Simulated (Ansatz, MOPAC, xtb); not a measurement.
The molecule I2+, multiplicity 2 (lowest of 2S+1 = 2, 4 at CCSD(T)/def2-TZVPP on PBE0 minima; our sources give no spin for the ground state, which may be another). No spin–orbit coupling.

The constants come from a fifth-degree fit in 1/R (seven points, main isotopes). In def2 and cc sets the state is the lowest found near the PBE0 minimum, followed along R.

The values were computed with Ansatz (an electronic-structure program); MOPAC for AM1, PM7 (differences of heats of formation); xtb for the GFN methods.  In def2 rows elements past Kr take small-core potentials, without spin–orbit coupling. The GFN methods have no spin term and hold the electronic entropy of 300 K.

```csv
level,r_e (Å),ω_e (cm⁻¹),α_e (cm⁻¹),ω_e x_e (cm⁻¹)
AM1,2.495,261,5.4e-5,0.17
PM7,2.555,239,0.00010,0.50
GFN1-xTB,2.650,300,0.00010,0.61
GFN2-xTB,2.622,269,0.00014,0.82
SVWN5/def2-TZVPP,2.573,249,0.00010,0.49
PBE/def2-TZVPP,2.608,236,0.00010,0.50
r2SCAN/def2-TZVPP,2.588,246,1.0e-4,0.49
B97M-V/def2-TZVPP,2.591,242,0.00010,0.51
B3LYP/def2-TZVPP,2.607,239,9.9e-5,0.48
PBE0/def2-TZVPP,2.571,255,9.6e-5,0.47
BHLYP/def2-TZVPP,2.570,259,9.3e-5,0.45
CAM-B3LYP/def2-TZVPP,2.571,258,9.2e-5,0.44
wB97X-V/def2-TZVPP,2.548,271,8.8e-5,0.43
wB97M-V/def2-TZVPP,2.555,268,8.9e-5,0.43
B2PLYP/def2-TZVPP,2.594,242,0.00010,0.53
CCSD/def2-TZVPP,2.576,253,9.9e-5,0.49
CCSD(T)/def2-TZVPP,2.594,240,0.00011,0.54
```

Correlated levels freeze the inner cores; with def2 sets outer-core shells near the valence are correlated too. The state that AM1, PM7 reach isn't checked; PM7 holds dispersion and hydrogen-bond terms.

Doubts at one or more of the structures used: other coupled-cluster roots lie near (CCSD/def2-TZVPP, CCSD(T)/def2-TZVPP).
